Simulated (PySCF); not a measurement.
MF2+ across group 13

Level: PBE0, basis family def2-TZVP, scalar-relativistic core potentials from Rb on and no relativity for lighter atoms.

Each entry is the lowest minimum that a search over a few typed start shapes (and spin states, where more than one is plausible) found, or that minimum re-optimised at the stated level; isomers with ligand–ligand bonds, or fragments after loss of a ligand pair, can lie lower. Open shells are unrestricted; no spin–orbit coupling; PySCF with density fitting.

Order by mean bond length to the first atom of the formula (for M2X and M3X the non-metal), shortest first (Å).
A. BF₂⁺
B. InF₂⁺
C. AlF₂⁺
D. GaF₂⁺

A (1.226), C (1.586), D (1.661), B (1.842).

Give point groups and multiplicities.

BF₂⁺ D∞h singlet, AlF₂⁺ D∞h singlet, GaF₂⁺ D∞h singlet, InF₂⁺ D∞h singlet.

The bond lengthens at every step; the largest change, 0.360 Å, falls between BF₂⁺ and AlF₂⁺ among the members listed.

Left out of the table are members whose search was unfinished or whose lowest solution was spin-contaminated, unstable, very soft or bonded differently.
